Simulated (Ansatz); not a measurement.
B3F2. The state is a quartet with charge 0. Geometry PBE-D4/def2-SVP.

```xyz
5

B    -0.047   -0.070    0.021
B    -0.818   -0.737   -1.276
B     0.656    0.526    1.288
F    -0.814   -0.425   -2.556
F     1.024    0.705    2.523
```

At PBE0-D4/def2-TZVP a doublet of charge 0 lies 1.40 eV below the quartet, each at its own geometry. The structure comes from a short search, and lower isomers may exist.

**Question.** Estimate the α-spin orbital energies around the gap (eV) in Ansatz with HF/STO-3G, HF/def2-TZVP, PBE-D4/def2-TZVP, r2SCANh-D4/def2-TZVP, PBE0-D4/def2-TZVP.

**Answer.** 
| orbital | HF/STO-3G | HF/def2-TZVP | PBE-D4/def2-TZVP | r2SCANh-D4/def2-TZVP | PBE0-D4/def2-TZVP |
| --- | --- | --- | --- | --- | --- |
| HOMO−5 | -14.81 | -19.39 | -11.63 | -12.92 | -13.76 |
| HOMO−4 | -13.77 | -18.79 | -11.59 | -12.77 | -13.58 |
| HOMO−3 | -12.54 | -16.24 | -10.34 | -11.43 | -12.05 |
| HOMO−2 | -6.97 | -10.35 | -6.05 | -6.77 | -7.23 |
| HOMO−1 | -6.28 | -9.57 | -5.96 | -6.71 | -7.09 |
| HOMO | -4.78 | -8.28 | -4.25 | -4.97 | -5.35 |
| LUMO | 6.96 | 1.48 | -2.71 | -2.19 | -1.86 |
| LUMO+1 | 8.40 | 2.09 | -1.44 | -0.98 | -0.68 |
| LUMO+2 | 11.65 | 3.05 | 0.02 | 0.86 | 0.78 |
| LUMO+3 | 13.51 | 4.46 | 0.90 | 1.71 | 1.94 |
| LUMO+4 | 19.79 | 4.53 | 1.36 | 2.15 | 2.12 |
| LUMO+5 | 22.42 | 4.89 | 1.91 | 2.90 | 2.68 |
| β HOMO | -10.60 | -14.73 | -9.51 | -10.39 | -11.05 |
| β LUMO | 5.80 | 0.47 | -4.42 | -3.67 | -3.40 |
